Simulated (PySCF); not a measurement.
A run for PySCF: R-B3LYP/3-21G on GaH4IO (a complex), monomers drawn apart or pushed together.

```python
from pyscf import gto, scf, dft, mp
from pyscf.data.elements import chemcore

mol = gto.M(
    atom='''
    Ga   -0.02731395   -1.20651865    1.50893176
    I    -0.16180392    1.06806160    0.28493848
    H     1.39649928   -1.83709612    1.48392398
    H    -1.41062723   -1.91961830    1.66194848
    O    -0.00559085   -0.18166997    3.23613378
    H     0.15889024    0.74710355    3.00416269
    H    -0.87699985   -0.20763780    3.65364493
    ''',
    basis='3-21g',
    charge=0, spin=0, verbose=3, max_memory=1800)
mf = dft.RKS(mol, xc='b3lyp')
mf.conv_tol = 1e-8
mf.max_cycle = 100
mf.kernel()
if not mf.converged:
    mf = mf.newton().run(mf.mo_coeff, mf.mo_occ)
```

It printed:

```
converged SCF energy = -8882.70981338845
```

Self-consistency was reached.

Cost: very roughly 9 core-seconds.
